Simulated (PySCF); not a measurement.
How methods differ on the excitation energy of Be

Be [He] 2s2 (1S) → Be [He] 2s1 3s1 (3S), as a difference of total energies. Computed with PySCF 2.14 in aug-cc-pCVTZ-DK, with the spin-free X2C one-electron Hamiltonian (Gaussian nucleus). Correlated levels: valence and next inner shell: nothing frozen. The calculations carry no spin-orbit coupling.

```
                                method  excitation energy (eV)  error (eV)
                                   UHF                   5.325      -1.132
    MP2 (valence and next inner shell)                   6.080      -0.377
SCS-MP2 (valence and next inner shell)                   6.268      -0.189
   CCSD (valence and next inner shell)                   6.441      -0.016
CCSD(T) (valence and next inner shell)                   6.451      -0.006
```

Reference: 6.457 eV (measured; NIST levels).

Errors of the correlated levels include the incompleteness of this basis.
